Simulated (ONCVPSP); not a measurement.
## What the settings do to the ONCV potential of caesium

Base potential:

| Item | Value |
| --- | --- |
| Element | Cs (Z = 55) |
| Generator | ONCVPSP 4.0.1 |
| Type | optimised norm-conserving Vanderbilt (ONCV) |
| Functional | LDA (Perdew-Wang 92) |
| Relativity | scalar-relativistic |
| Frozen core | [Kr] 4d10 |
| Valence charge | 9 |
| Reference configuration | 5s2 5p6 6s1 |
| Partial waves | 5s+6s: rc 3.10 bohr, ncon 4, nbas 9, qcut 4.2 1/bohr, 2 projectors; 5p: rc 2.90 bohr, ncon 4, nbas 8, qcut 4.1 1/bohr, 2 projectors, debl 3.2 Ha; d scattering state at 0.06 Ha: rc 2.90 bohr, ncon 4, nbas 7, qcut 3.3 1/bohr, local |
| Local potential | the d channel |
| Core correction | polynomial model core, fcfact 0.15 |

In the d channel the program set the typed energies aside and used 0.050 Ha.

All-electron outer shells of the reference configuration (LDA (PZ), scalar-relativistic, ld1.x):

```csv
shell,level (eV),outermost node (bohr),outermost maximum (bohr)
5s,-26.90,0.82,1.54
5p,-13.61,0.89,1.76
6s,-2.23,2.10,4.68
```

Cutoffs, loose and tight: the cutoffs (Ha) at which the residual kinetic energy of the hardest occupied pseudo-wave falls to 1 and 0.1 mHa per electron. They do not see the model core or the augmentation charge, which bear on the density cutoff. Test errors are all-electron minus pseudo excitation energies from the reference, over the configurations 5s2 5p6 6s0; 5s2 5p6 6s0.5; 5s2 5p6 6s0 6p1; 5s1 5p6 6s1. A dash means not determined; rows that change the core or the reference have their own tests.

| change | outcome | cutoff, loose | cutoff, tight | bound ghosts | GHOST(+) flags above zero | largest test error (meV) |
| --- | --- | --- | --- | --- | --- | --- |
| base | generated, projector energies reset by the program | 4.8 Ha | 6.3 Ha | none | none | -173 |
| p: qcut 3.2 | generated, projector energies reset by the program | 4.8 Ha | 6.3 Ha | none | none | -168 |
| p: qcut 3.7 | generated, projector energies reset by the program | 4.8 Ha | 6.3 Ha | none | none | -167 |
| p: qcut 4.2 | generated, projector energies reset by the program | 4.8 Ha | 6.3 Ha | none | none | -174 |
| p: qcut 6.1 | generated, projector energies reset by the program | 7.8 Ha | 11 Ha | none | none | -205 |

Q: What comes out with this change to the base: p: qcut 5.4?

A: outcome: generated, projector energies reset by the program; cutoff, loose: 5.4 Ha; cutoff, tight: 8.8 Ha; bound ghosts: none; GHOST(+) flags above zero: none; largest test error (meV): -192.

Q: What comes out with this change to the base: p: qcut 2.6?

A: outcome: generated, projector energies reset by the program; cutoff, loose: 4.8 Ha; cutoff, tight: 14 Ha; bound ghosts: none; GHOST(+) flags above zero: none; largest test error (meV): -189.

Q: What comes out with this change to the base: p: qcut 5?

A: outcome: generated, projector energies reset by the program; cutoff, loose: 4.8 Ha; cutoff, tight: 8.0 Ha; bound ghosts: none; GHOST(+) flags above zero: none; largest test error (meV): -185.

Reading the sweep of the qcut of the p channel (base included, trends over the rows without a ghost): The loose cutoff rises from 4.8 Ha at 2.6 to 7.8 Ha at 6.1 1/bohr. The waves are optimised to have the least kinetic energy above qcut, so the cutoff follows it (qcut²/2 in Ha). The median size of the test errors (rows with all tests solved) falls from 1.8 meV at 2.6 to 0.3 meV at 6.1 1/bohr, with one reversal.
